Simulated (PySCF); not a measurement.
**Dipole moment and polarisability of `F[C@]12C=C[C@H]1C=C2`**

Compound: C₆H₅F.
Cartesian coordinates in Å at the GFN2-xTB level; atoms count from 1:
```
atom  x, y, z in Å
F1    -1.6801    0.4047   -1.4290
C2    -0.7527    0.2869   -0.4367
C3     0.2084    1.4363   -0.2107
C4     1.2869    0.6595   -0.2616
C5     0.5127   -0.6169   -0.5223
C6    -0.0237   -1.2707    0.7352
C7    -1.1161   -0.5143    0.7971
H8     0.0208    2.4775   -0.0350
H9     2.3366    0.8193   -0.1086
H10    0.7573   -1.2270   -1.3814
H11    0.4024   -2.0292    1.3632
H12   -1.9515   -0.4268    1.4638
```

Level: PBE0/def2-SVPD (PySCF), static field, nuclei fixed, core orbitals frozen in the response. The polarisability tensor in these axes (au):

```
x   65.83 -2.53 -2.59
y   -2.53 63.73 -4.04
z   -2.59 -4.04 52.86
```

Q: Give the principal values, the mean and the anisotropy Δα = √{½[(α1 − α2)² + (α2 − α3)² + (α1 − α3)²]}.

A: Principal values 50.81, 64.10 and 67.52 au; mean 60.81 au = 9.01 Å³ = 10.03 × 10⁻⁴⁰ C²·m²/J; Δα = 15.29 au (25 % of the mean).

Q: What is the dipole moment, and where does it point?

A: (1.51, -0.29, 1.42) D, 2.09 D in size, pointing from the negative to the positive side. Measured along this direction, the outermost atoms are F1 at the negative end and H11 and H9 at the positive end.

Q: Find the Langevin capture rate constant for NO+ (29.998 u) meeting this molecule (96.038 u), k = 2.342 × 10⁻⁹ cm³/s × √(α in Å³ / reduced mass in u).

A: The reduced mass is 22.86 u, so k = 1.47 × 10⁻⁹ cm³/s. The formula leaves out the permanent dipole, which adds to the capture rate.

Q: Estimate the molar refractivity from the static electronic polarisability.

A: Lorentz–Lorenz: R = (4π/3)N_A α = 2.5225 cm³/(mol·Å³) × 9.01 Å³ = 22.7 cm³/mol, in the limit of long wavelengths.

Q: In TDDFT the mean static polarisability is Σ f/ω² over all singlet excitations (ω in hartree). How much of it do the 6 lowest give? Their energies (eV) and oscillator strengths: 5.21, 0.0001; 5.33, 0.0142; 6.33, 0.0118; 6.76, 0.0001; 6.96, 0.0001; 7.35, 0.0250.

A: They add up to 0.93 au, 1.5 % of the 60.81 au; the largest single term is 0.37 au, from the state at 5.33 eV. Terms in order: 0.00, 0.37, 0.22, 0.00, 0.00, 0.34 au. Higher excitations give the rest. The strengths listed sum to 0.051.

Geometry: GFN2-xTB; no solvent, vibrations or thermal averaging.
